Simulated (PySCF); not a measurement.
A compound of formula C12H22O3S has these computed shifts in ppm, with the number of atoms in brackets (GIAO KT3/pcSseg-1, gas phase, PySCF SCF with an in-house response code, fitting set def2-universal-JFIT, grid level 2, non-relativistic, on the GFN2-xTB geometry; 13C, 1H against isolated TMS; 17O against isolated H2O; 33S against isolated CS2).

1H: 4.28 (1), 4.14 (1), 3.96 (1), 3.96 (1), 3.89 (1), 3.87 (1), 3.79 (1), 3.67 (1), 3.67 (1), 3.63 (1), 3.40 (1), 3.09 (1), 2.71 (1), 2.10 (1), 2.09 (1), 1.97 (1), 1.91 (1), 1.89 (1), 1.85 (1), 1.53 (1), 1.50 (1), 1.15 (1)
13C: 80.2 (1), 78.0 (1), 76.2 (1), 76.1 (1), 70.9 (1), 70.5 (1), 41.1 (1), 39.5 (1), 36.0 (1), 30.9 (1), 24.9 (1), 24.5 (1)
17O: 89.3 (1), 64.2 (1), 51.0 (1)
33S: 13.6 (1)

Which structure gave them?

C1CC[C@H]2OCCSCCOCCO[C@H]2C1. Other isomers were not compared.
